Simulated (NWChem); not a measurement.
Species: HfNH₂SF; SMILES [S]=[Hf]([NH2])[F]

```xyz
6

Hf    -0.0160     0.1867     0.1784
S     -0.1827    -2.0023    -0.2066
F     -1.4555     1.2565    -0.5237
N      1.7999     0.7745    -0.4684
H      2.0346     1.7193    -0.7718
H      2.5413     0.1475    -0.7753
```
Atoms are numbered in this order, from 1.

Program: NWChem. Coordinates come from a PBE0/def2-SVP optimisation. def2 effective core potentials on Hf; no spin-orbit coupling. Vertical excitations in the gas phase; the lowest state need not have the same character in each row.

```tsv
level	lowest excitation, singlet (eV)	oscillator strength of that lowest state	orbital gap (eV)
PBE/def2-SVP, full TDDFT	?	0.003	?
B3LYP/def2-SVP, full TDDFT	2.11	0.003	3.19
PBE0/def2-SVP, full TDDFT	2.41	0.004	3.76
```

Some entries are withheld; supply them.


- PBE/def2-SVP, full TDDFT, lowest excitation, singlet (eV): 1.97
- PBE/def2-SVP, full TDDFT, orbital gap (eV): 1.95
